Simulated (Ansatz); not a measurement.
Calculated with Ansatz (gas phase, PBE0-D4/def2-TZVP geometries, no zero-point term in ΔE). CCSD(T)/CBS adds triple-zeta CCSD(T) − MP2 to the extrapolated MP2 energy (def2 sets, frozen cores). This one scheme is used for every species. DFT in def2-TZVPP. B3LYP here is the variant with VWN-RPA as its local correlation; programs differ in this. For Ga, Se outer-core shells are correlated without core-valence functions, which leaves a few kJ/mol of doubt a bond. Scalar relativity is left out up to krypton. Each species was taken in one conformer, which may not be the lowest.

`[F][Ga]([F])[SeH]` + H₂ → `[F][GaH][SeH]` + H–F  (hydrogenolysis of a Ga–F bond)

| level | ΔE (kJ/mol) | difference from CCSD(T)/CBS |
| --- | --- | --- |
| PBE-D4 | 54.1 | 2.2 |
| BLYP-D4 | 62.4 | 10.5 |
| PBE0-D4 | 49.2 | -2.7 |
| B3LYP-D4 | 57.4 | 5.5 |
| PBE-QIDH | 53.5 | 1.6 |
| revPBE | 54.3 | 2.4 |
| r2SCANh | 59.4 | 7.5 |
| r2SCAN0 | 55.7 | 3.8 |
| BHLYP | 54.1 | 2.2 |
| HF/CBS(def2) | 56.1 | 4.2 |
| CCSD(T)/CBS | 51.9 | 0 |

Largest T1 diagnostic among the species: 0.013.

From PBE to PBE0 (25 % exact exchange), in def2-TZVPP and without D4, ΔE moves by −4.7 kJ/mol. At CCSD(T), def2-SVP lies +17.8 kJ/mol from the extrapolated value and def2-TZVPP +5.2 kJ/mol. Leaving LDA and LC-ωPBE aside and taking each functional with its dispersion term where it has one, the values, not all of them listed here, spread over 13.4 kJ/mol, from HSE06-D4 to r2SCAN-D4. LDA lies −8.2 kJ/mol from PBE without D4.
